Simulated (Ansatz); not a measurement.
Calculated with Ansatz (gas phase, PBE0-D4/def2-TZVP geometries, no zero-point term in ΔE). CBS: MP2 limit from def2 TZ/QZ plus the TZ coupled-cluster correction, frozen cores. This one scheme is used for every species, atoms too. For atomizations the MP2-based limit and the directly extrapolated one differ by several kJ/mol either way, and by 10 to 25 for some Ge, Se and Sn compounds, so smaller differences from it don't rank the levels. DFT in def2-TZVPP. B3LYP here is the variant with VWN-RPA as its local correlation; programs differ in this. Open shells (•) are unrestricted, without spin–orbit coupling. Spin–orbit coupling would lower the free atoms: a little for Al, C, Cl, O. Each species was taken in one conformer, which may not be the lowest.

Consider the atomization: `[CH3][Al]([Cl])[N]=C=O` → Al• + 2 C• + Cl• + 3 H• + N• + O•.

`[CH3][Al]([Cl])[N]=C=O`:

```xyz
9

C     1.405    0.314    0.961
Al   -0.412    0.450    0.334
Cl   -1.810    1.743    1.198
N    -0.985   -0.525   -1.018
C    -1.515   -1.114   -1.914
O    -2.016   -1.696   -2.790
H     2.105    0.583    0.164
H     1.595    0.962    1.818
H     1.635   -0.716    1.249
```

```tsv
level	ΔE (kJ/mol)
LDA (SPW92)	4411.0
PBE-D4	3947.1
B3LYP-D4	3812.2
r2SCAN0-D4	3749.4
PBE	3927.8
r2SCAN0	3743.5
MP2/CBS(def2)	3944.1
CCSD/CBS(def2)	3720.8
```

(1) What does CCSD(T)/CBS give? (An estimate is asked.)

Largest T1 diagnostic among the species: 0.018.

Results:

(1) Computed: +3802.3 kJ/mol. The listed levels differ from it by 608.7, 144.8, 9.9, -52.9, 125.5, -58.8, 141.8, -81.5 kJ/mol.

From r2SCAN to r2SCAN0 (25 % exact exchange), in def2-TZVPP and without D4, ΔE moves by −99.9 kJ/mol: exact exchange takes away binding that semilocal exchange gives to molecules. The D4 term adds +31.1 kJ/mol with B3LYP and +16.6 kJ/mol with PBE0; it sums over pairs of atoms, weighted by their polarisabilities, and B3LYP, whose exchange is more repulsive, gets the larger term. At CCSD(T), def2-SVP lies −207.1 kJ/mol from the extrapolated value and def2-TZVPP −113.4 kJ/mol: correlation converges slowly with the basis, and small sets miss more of it in the bonded molecule than in its fragments.
